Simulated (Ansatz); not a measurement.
Computed with Ansatz on PBE0-D4/def2-TZVP structures; ΔE is electronic, products minus reactants. CCSD(T)/CBS is the MP2 limit (def2-TZVPP, def2-QZVPP) plus CCSD(T) − MP2 in def2-TZVPP, frozen cores. This one scheme is used for every species. Each species was taken in one conformer, which may not be the lowest.

`C[SiH2][SiH2]S` + H–F → `F[SiH2][SiH2]S` + CH₄  (ligand exchange at the Si–C bond)

| level | ΔE (kcal/mol) |
| --- | --- |
| MP2/CBS(def2) | -29.3 |
| CCSD/CBS(def2) | -30.3 |

Problem. What does CCSD(T)/CBS give? (Best estimate.)

Solution. Computed: -29.5 kcal/mol. The listed levels differ from it by 0.2, -0.8 kcal/mol.

Largest T1 diagnostic among the species: 0.012.

The D4 term adds +1.8 kcal/mol with B3LYP and +1.1 kcal/mol with PBE0; it sums over pairs of atoms, weighted by their polarisabilities, and B3LYP, whose exchange is more repulsive, gets the larger term. In def2-TZVPP, CCSD(T) changes the Hartree–Fock value by +6.6 kcal/mol (the triples alone add +0.8 kcal/mol) and MP2 by +6.8 kcal/mol.

B3LYP here is the variant with VWN-RPA as its local correlation; programs differ in this.
